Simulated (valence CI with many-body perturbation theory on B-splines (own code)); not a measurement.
Level structure of Xe⁴⁰⁺

Method: valence CI with perturbative core correlation (CI+MBPT): four valence electrons over a frozen Dirac-Fock core [Ne], radial functions for each j: 11 s, 11 p, 10 d, 8 f, 5 g, 2 h, with the one-electron correlation potential Σ1 (screened to all orders), the two-electron term Σ2, the three-electron term Σ3, Breit, model QED; selected single and double excitations, second order for the rest, scaled by the run's own slope (own B-spline code, finite nucleus).

The last digits are not significant, and no measured levels were compared; by estimate large intervals hold to a few tenths of a per cent, small ones and those within an open d or f shell to about a per cent. Among the levels kept, up to 740 cm⁻¹ of a level comes from second order outside the variational space, and about a tenth of that is noise between levels of different J, which matters for small intervals.

Levels 136 to 171 of 171, with energies above the lowest level, (3s^2 3p1/2^2) J=0. "Leading %" is the weight of the configuration and term that name the level; weights of strongly mixed levels are sums over their largest components and can fall short, so below about 35 % the name and the second component can differ from the true leading terms, or belong to a minority configuration. In the jj column 3d3/2^4 stands for four electrons in 3d with j = 3/2. Lifetimes count E1, E2, E3, M1 and M2 decay at the calculated energies, and are blank where another channel may lead or the interval is too uncertain; long ones can be off by a factor of two.

| No. | Configuration | Term | J | E (Ry) | Leading % | Leading jj | g | Lifetime |
| --- | --- | --- | --- | --- | --- | --- | --- | --- |
| 136 | 3s 3p 3d2 | 3F° | 2 | 45.021 | 18 | 3s 3p1/2 3d5/2^2 (39 %) | 1.089 | 3.33 ps |
| 137 | 3s 3p 3d2 | 3F° | 3 | 45.061 | 25 | 3s 3p1/2 3d5/2^2 (65 %) | 1.142 | 3.70 ps |
| 138 | 3p3 3d | 1G° | 4 | 45.070 | 54 | 3p1/2 3p3/2^2 3d3/2 (62 %) | 1.046 | 3.35 ps |
| 139 | 3s 3p 3d2 | 3P° | 0 | 45.170 | 44 | 3s 3p1/2 3d5/2^2 (41 %) |  | 5.09 ps |
| 140 | 3p3 3d | 3D° | 1 | 45.253 | 16 | 3s 3p1/2 3d5/2^2 (52 %) | 1.149 | 4.23 ps |
| 141 | 3p3 3d | 3P° | 0 | 45.680 | 25 | 3p1/2 3p3/2^2 3d3/2 (51 %) |  | 1.81 ps |
| 142 | 3p3 3d | 3F° | 2 | 45.786 | 32 | 3p1/2 3p3/2^2 3d3/2 (57 %) | 1.005 | 2.17 ps |
| 143 | 3s 3p 3d2 | 3P° | 1 | 45.851 | 21 | 3s 3p1/2 3d5/2^2 (42 %) | 1.298 | 3.57 ps |
| 144 | 3p3 3d | 3F° | 4 | 45.955 | 39 | 3p1/2 3p3/2^2 3d5/2 (59 %) | 1.195 | 3.06 ps |
| 145 | 3p3 3d | 3G° | 5 | 46.059 | 68 | 3p1/2 3p3/2^2 3d5/2 (68 %) | 1.154 | 4.77 ps |
| 146 | 3p3 3d | 3P° | 2 | 46.150 | 23 | 3p1/2 3p3/2^2 3d3/2 (52 %) | 1.083 | 1.79 ps |
| 147 | 3p3 3d | 3D° | 3 | 46.253 | 26 | 3p1/2 3p3/2^2 3d3/2 (45 %) | 1.055 | 2.00 ps |
| 148 | 3p3 3d | 3P° | 1 | 46.349 | 22 | 3p1/2 3p3/2^2 3d3/2 (48 %) | 1.037 | 1.63 ps |
| 149 | 3s 3p 3d2 | 3G° | 4 | 46.552 | 20 | 3p1/2 3p3/2^2 3d5/2 (48 %) | 1.130 | 2.72 ps |
| 150 | 3p3 3d | 3D° | 3 | 46.832 | 23 | 3s 3p1/2 3d5/2^2 (25 %) | 1.192 | 1.99 ps |
| 151 | 3p3 3d | 3P° | 2 | 46.993 | 34 | 3p1/2 3p3/2^2 3d5/2 (81 %) | 1.260 | 3.47 ps |
| 152 | 3s 3p 3d2 | 3P° | 0 | 47.004 | 48 | 3s 3p1/2 3d5/2^2 (46 %) |  | 2.65 ps |
| 153 | 3p3 3d | 1P° | 1 | 47.105 | 21 | 3p1/2 3p3/2^2 3d3/2 (54 %) | 1.131 | 1.63 ps |
| 154 | 3s 3p 3d2 | 5D° | 0 | 47.125 | 85 | 3s 3p3/2 3d3/2^2 (90 %) |  | 1.74 ps |
| 155 | 3s 3p 3d2 | 5D° | 2 | 47.170 | 44 | 3s 3p3/2 3d3/2^2 (68 %) | 1.247 | 1.68 ps |
| 156 | 3s 3p 3d2 | 5D° | 1 | 47.184 | 58 | 3s 3p3/2 3d3/2^2 (67 %) | 1.138 | 1.56 ps |
| 157 | 3s 3p 3d2 | 5F° | 3 | 47.245 | 39 | 3s 3p3/2 3d3/2^2 (53 %) | 1.271 | 1.78 ps |
| 158 | 3s 3p 3d2 | 5F° | 4 | 47.325 | 50 | 3s 3p3/2 3d3/2 3d5/2 (56 %) | 1.294 | 2.28 ps |
| 159 | 3p3 3d | 3F° | 3 | 47.371 | 34 | 3p1/2 3p3/2^2 3d5/2 (79 %) | 1.144 | 2.98 ps |
| 160 | 3s 3p 3d2 | 3P° | 1 | 47.406 | 33 | 3s 3p1/2 3d5/2^2 (42 %) | 1.158 | 2.63 ps |
| 161 | 3s 3p 3d2 | 5G° | 6 | 47.454 | 92 | 3s 3p3/2 3d5/2^2 (54 %) | 1.315 | 8.99 ps |
| 162 | 3s 3p 3d2 | 5F° | 5 | 47.479 | 44 | 3s 3p3/2 3d3/2 3d5/2 (74 %) | 1.308 | 3.01 ps |
| 163 | 3p3 3d | 1F° | 3 | 47.662 | 35 | 3p1/2 3p3/2^2 3d5/2 (54 %) | 1.059 | 2.39 ps |
| 164 | 3s 3p 3d2 | 5D° | 4 | 47.955 | 61 | 3s 3p3/2 3d3/2 3d5/2 (66 %) | 1.392 | 2.27 ps |
| 165 | 3p3 3d | 1D° | 2 | 48.021 | 28 | 3p1/2 3p3/2^2 3d5/2 (52 %) | 1.127 | 2.22 ps |
| 166 | 3s 3p 3d2 | 5P° | 3 | 48.084 | 48 | 3s 3p3/2 3d3/2 3d5/2 (84 %) | 1.517 | 3.04 ps |
| 167 | 3p3 3d | 3D° | 2 | 48.164 | 53 | 3p1/2 3p3/2^2 3d5/2 (59 %) | 1.101 | 1.65 ps |
| 168 | 3s 3p 3d2 | 5S° | 2 | 48.204 | 39 | 3s 3p3/2 3d3/2^2 (52 %) | 1.735 | 1.57 ps |
| 169 | 3p3 3d | 3S° | 1 | 48.208 | 19 | 3p1/2 3p3/2^2 3d5/2 (54 %) | 1.242 | 1.66 ps |
| 170 | 3s 3p 3d2 | 3D° | 1 | 48.533 | 40 | 3s 3p3/2 3d3/2 3d5/2 (52 %) | 0.827 | 1.70 ps |
| 171 | 3s 3p 3d2 | 5D° | 2 | 48.794 | 27 | 3s 3p3/2 3d3/2 3d5/2 (74 %) | 1.158 | 2.04 ps |

Where two levels of one J and parity lie close, their mixing, g and order are uncertain.
